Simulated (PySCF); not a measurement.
**Two-component Hartree-Fock for Cd³⁺ (cadmium, charge +3)**

Start: [Kr] 4d9; 4d3/2 filled at m_j = -3/2, -1/2, +1/2, +3/2; 4d5/2 filled at m_j = -3/2, -1/2, +1/2, +3/2, +5/2. Calculated with PySCF 2.14 in x2c-SVPall-2c with one added diffuse shell each of s, p, d type (7s10p7d1f, 79 functions): generalised Hartree-Fock with the X2C-1e Hamiltonian and a Gaussian nucleus; one run each with spin-orbit coupling (SO) switched off, then screened by Boettger's factors. This is a chosen level, not necessarily the ground level.

```
spinor shell  electrons  ε, spin-free (eV)  ε, screened SO (eV)  weight of nominal j (screened SO)  rms radius, screened SO (bohr)
       1s1/2          2           -26877.1             -26875.0                              1.000                          0.0349
       2s1/2          2            -4107.8              -4107.2                              1.000                           0.142
       2p1/2          2            -3683.5              -3817.0                              1.000                           0.124
       3s1/2          2            -832.73              -832.54                              1.000                           0.381
       3p1/2          2            -689.85              -714.47                              1.000                           0.376
       3p3/2          4            -689.85              -678.39                              1.000                           0.387
       3d3/2          4            -466.63              -470.99                              0.999                           0.362
       3d5/2          6            -466.63              -463.53                              0.999                           0.365
       4s1/2          2            -164.10              -164.05                              1.000                           0.938
       4p1/2          2            -119.54              -124.59                              0.987                            1.00
       4p3/2          4            -119.54              -117.14                              0.994                            1.03
       4d3/2          4            -54.107              -54.853                              0.916                            1.28
       4d5/2          5            -54.107              -53.529                              0.933                            1.30
```

Question: Where does 2p3/2 lie, and what is the 2p spin-orbit splitting (screened SO)?

Answer: At -3621.9 eV, 195.12 eV above 2p1/2.

```tsv
quantity	spin-free	screened SO
E (hartree)	-5588.09620	-5589.19981
M_J	5/2	5/2
⟨J²⟩	8.753	8.754
⟨L²⟩	6.003	6.018
⟨S²⟩	0.751	0.765
```

Each row is a mean over spinors that exchange with the open shell spreads, by up to 5.948 eV (4p3/2).

Breit and QED terms are absent; they matter most for the inner s and p1/2 levels.

Densities and radii are taken from the X2C orbitals without a picture-change correction, which distorts them close to the nucleus.

Without spin-orbit coupling the j labels of p, d and f shells carry no meaning; the spin-free column gives the mean over the occupied spinors of each nl shell.
